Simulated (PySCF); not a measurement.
Si(3+) (silicon, charge +3) across methods

[Ne] 3s1, 2S determinant. Computed with PySCF 2.14 in aug-cc-pV(D+d)Z (5s4p3d, 32 functions), with the non-relativistic Hamiltonian (point nucleus).

| method | E (hartree) | mean ε 2p α (eV) | mean ε 2p β (eV) | mean ε 3s α (eV) | Σ⟨r²⟩ (bohr²) | ⟨S²⟩ |
| --- | --- | --- | --- | --- | --- | --- |
| B3LYP | -287.2535 | -137.22 | -136.98 | -41.458 | 6.915 | 0.750 |
| PBE | -287.0864 | -132.75 | -132.47 | -40.359 | 6.940 | 0.750 |
| LDA | -286.0651 | -132.66 | -132.40 | -40.437 | 6.928 | 0.750 |
| BLYP | -287.2523 | -132.79 | -132.57 | -40.377 | 6.913 | 0.750 |
| TPSSh | -287.2525 | -135.31 | -135.04 | -40.778 | 6.940 | 0.750 |
| PBE0 | -287.1179 | -138.07 | -137.77 | -41.536 | 6.938 | 0.750 |
| UHF | -286.81270 | -152.69 | -152.36 | -44.603 | 6.972 | 0.750 |
| r2SCAN | -287.2170 | -134.69 | -134.48 | -40.614 | 6.926 | 0.750 |

Estimate the same row for M06-2X.

E (hartree) = -287.2216; mean ε 2p α (eV) = -143.07; mean ε 2p β (eV) = -142.99; mean ε 3s α (eV) = -43.198; Σ⟨r²⟩ (bohr²) = 6.899; ⟨S²⟩ = 0.750.
